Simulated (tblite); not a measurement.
C7H9N3Si.
Bonds: C1–N2, N2–N3 (aromatic), N3–N4 (aromatic), N4–C5 (aromatic), C5–C6 (aromatic), C6–C7 (aromatic), C7–C8 (aromatic), C8–Si9, C8–C10 (aromatic), C10–C11 (aromatic), N2–C11 (aromatic), C5–C11 (aromatic). Hydrogens: H12, H13, H14 on C1; H15 on C6; H16 on C7; H17, H18, H19 on Si9; H20 on C10.

Computed with GFN2-xTB (tblite), gas phase: L-BFGS steps from a force-field or distance-geometry start until the largest atomic force falls under 0.01 eV/Å.

Step 0: E = -817.4011 eV
```
atom  x, y, z in Å  |  force x, y, z in eV/Å
C1     -2.9867    0.9202   -0.1280   -0.640   0.401  -0.643
N2     -2.2205   -0.2864   -0.0212    0.349   0.103   0.220
N3     -2.6400   -1.5299    0.0933   -0.567  -1.838   0.018
N4     -1.6590   -2.3800    0.1693   -2.160   0.336   0.090
C5     -0.5134   -1.6923    0.1400    0.151  -0.074  -0.160
C6      0.8135   -2.0722    0.1807    1.073  -0.106   0.083
C7      1.8335   -1.1300    0.1116   -1.449  -1.296   0.184
C8      1.4779    0.1994   -0.0003   -0.993   0.765  -0.272
Si9     2.8331    1.4511   -0.0947    0.526   1.206   0.591
C10     0.1289    0.5783   -0.0513    0.742   1.292  -0.131
C11    -0.8799   -0.3525    0.0098    1.775   1.442  -0.002
H12    -2.4601    1.6091   -0.8196   -0.130  -0.344   0.326
H13    -3.9839    0.7234   -0.5956    0.719  -0.073   0.597
H14    -3.1178    1.4646    0.8327    0.068  -0.612  -0.407
H15     1.0637   -3.1015    0.2788    0.022  -0.629   0.039
H16     2.8489   -1.4767    0.1710    0.124   0.190  -0.064
H17     2.4499    2.6203   -0.9014    0.018  -0.194  -0.067
H18     3.0637    1.9773    1.2782   -0.059  -0.108  -0.222
H19     4.0877    0.8514   -0.5113    0.094  -0.117  -0.212
H20    -0.1446    1.6372   -0.1449    0.340  -0.346   0.031
```

Step 1: E = -817.6212 eV
```
atom  x, y, z in Å  |  force x, y, z in eV/Å
C1     -2.9958    0.9259   -0.1372    0.042  -0.043  -0.142
N2     -2.2155   -0.2849   -0.0180    0.337  -0.048   0.143
N3     -2.6481   -1.5561    0.0936   -0.672   0.133  -0.107
N4     -1.6898   -2.3752    0.1706   -0.131  -0.100   0.102
C5     -0.5112   -1.6934    0.1377   -0.238   0.119  -0.128
C6      0.8289   -2.0737    0.1819   -0.614  -1.096   0.135
C7      1.8128   -1.1485    0.1142    0.090   0.542   0.025
C8      1.4637    0.2103   -0.0042    0.285   0.042  -0.146
Si9     2.8406    1.4683   -0.0863    0.275   0.522   0.359
C10     0.1395    0.5967   -0.0532    0.597   1.079  -0.113
C11    -0.8546   -0.3319    0.0098   -0.074  -0.408   0.109
H12    -2.4620    1.6041   -0.8150   -0.042  -0.120   0.091
H13    -3.9736    0.7224   -0.5870    0.183  -0.160   0.298
H14    -3.1168    1.4559    0.8268    0.003  -0.463  -0.291
H15     1.0640   -3.1105    0.2793    0.048  -0.517   0.034
H16     2.8506   -1.4740    0.1701   -0.293   0.295  -0.075
H17     2.4502    2.6175   -0.9023   -0.002  -0.052  -0.128
H18     3.0628    1.9757    1.2750   -0.009   0.006   0.027
H19     4.0890    0.8497   -0.5144    0.005  -0.053  -0.165
H20    -0.1398    1.6323   -0.1445    0.211   0.321  -0.028
```

**Question.** Estimate the geometry and energy of step 2. (The exact step hangs on the optimiser's Hessian estimate; all steps are aligned on step 1, rigid shifts and turns removed.)

**Answer.** E = -817.6842 eV, largest force 0.778 eV/Å
```
atom  x, y, z in Å  |  force x, y, z in eV/Å
C1     -2.9974    0.9266   -0.1416    0.354  -0.268   0.046
N2     -2.2091   -0.2853   -0.0151   -0.066  -0.054   0.071
N3     -2.6606   -1.5605    0.0920   -0.168   0.462  -0.085
N4     -1.6995   -2.3756    0.1725    0.006  -0.034   0.047
C5     -0.5144   -1.6918    0.1352   -0.245  -0.247  -0.035
C6      0.8231   -2.0911    0.1843   -0.222  -0.100   0.038
C7      1.8091   -1.1447    0.1153   -0.372  -0.071   0.042
C8      1.4646    0.2137   -0.0074    0.534   0.180  -0.104
Si9     2.8467    1.4806   -0.0787    0.203   0.170   0.132
C10     0.1514    0.6180   -0.0554   -0.114  -0.179  -0.014
C11    -0.8495   -0.3332    0.0115    0.263   0.194   0.036
H12    -2.4631    1.6011   -0.8124    0.022   0.000  -0.042
H13    -3.9683    0.7197   -0.5803   -0.065  -0.226   0.135
H14    -3.1165    1.4465    0.8209   -0.019  -0.336  -0.136
H15     1.0649   -3.1207    0.2800    0.064  -0.648   0.052
H16     2.8465   -1.4688    0.1687   -0.266   0.281  -0.064
H17     2.4502    2.6160   -0.9046   -0.007   0.016  -0.146
H18     3.0625    1.9754    1.2747    0.030   0.092   0.218
H19     4.0894    0.8485   -0.5177   -0.041   0.000  -0.126
H20    -0.1353    1.6361   -0.1448    0.108   0.768  -0.066
```

The energy changes by -0.0630 eV. The first-order estimate −F·Δx gives -0.1024 eV and the mean of the old and new forces, exact on a quadratic surface, -0.0632 eV. The step makes an angle of 24° with the force vector and moves no atom by more than 0.025 Å.

The cost below is that of the whole relaxation. Time: 0.62 s. Hardware: an Arm Neoverse V2 with one thread, no GPU, shared host with 32 logical CPUs at a one-minute load of 14.
